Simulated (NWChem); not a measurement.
System: MoNH2O2F; SMILES [NH]=[Mo](=[O])([OH])[F]

```xyz
7

Mo     0.0303    -0.0075     0.0257
O      1.0108     0.1146     1.3714
N      1.0019     0.1990    -1.3781
H      1.9399     0.3513    -1.7475
F     -0.7675    -1.6798    -0.0569
O     -1.2483     1.3504     0.0639
H     -1.4187     1.9709    -0.6541
```
Atoms are numbered in this order, from 1.

Results from NWChem. Medium grid unless said otherwise, to which SCAN and Minnesota functionals are sensitive. All runs use the structure optimised with PBE0/def2-SVP. def2 effective core potentials on Mo; no spin-orbit coupling.

For level PBE/def2-SVP:

```yaml
highest occupied level (eV): -7.01
orbital gap (eV): 4.30
dipole (D): 3.04
```

**Question.** Estimate the same quantities for level r2SCAN/def2-SVP.

**Answer.** 
- highest occupied level (eV) = -7.41
- orbital gap (eV) = 4.64
- dipole (D) = 3.15
